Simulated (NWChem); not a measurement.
Species: SeIBr; SMILES Br[Se]I

```xyz
3

Se     1.0461     0.4550     0.0000
Br    -0.5845     2.1082     0.0000
I     -0.2851    -1.6840     0.0000
```
Atoms are numbered in this order, from 1.

All runs: NWChem. All runs use the structure optimised with PBE0/def2-SVP. No frequency run checked for a minimum. def2 effective core potentials on I; no spin-orbit coupling. Ions are spin-unrestricted doublets at the neutral geometry; other ion states weren't tried.

For level PBE/def2-SVP:

```yaml
vertical ionisation energy, ΔSCF (eV): 8.42
"−ε(HOMO) (eV)": 5.48
```

Q: What are these values for level CAM-B3LYP/def2-SVP?

A: 
| Item | Value |
|---|---|
| vertical ionisation energy, ΔSCF (eV) | 8.92 |
| −ε(HOMO) (eV) | 7.92 |
